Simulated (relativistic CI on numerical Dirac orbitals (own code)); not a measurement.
## Cu3+: 3s photoemission

Computed with this model: Dirac-Coulomb-Breit CI, KLI orbitals optimised for each configuration, model QED, multiplet model of photoemission in the sudden approximation, unscaled Slater integrals; configurations [Ar] 3d8 → [Ne] 3s 3p6 3d8; 300 K; Lorentzian 1.05 eV and Gaussian 0.6 eV FWHM. Energies are those of the free ion, without screening or charge transfer. The energies are binding energies and can lie tens of eV above those of solids. Without intra-shell correlation the exchange splitting of an s hole comes out too large, often by half or more. S is read from ⟨S²⟩ = S(S + 1).

free ion: ground-state S = 1.00, centroid 182.84 eV. Peaks (eV, height): 180.0 (100), 188.8 (49).

Strongest unbroadened transitions for free ion:

| Energy (eV) | Relative strength |
| --- | --- |
| 179.92 | 100.0 |
| 180.11 | 20.9 |
| 186.87 | 0.4 |
| 188.76 | 58.7 |
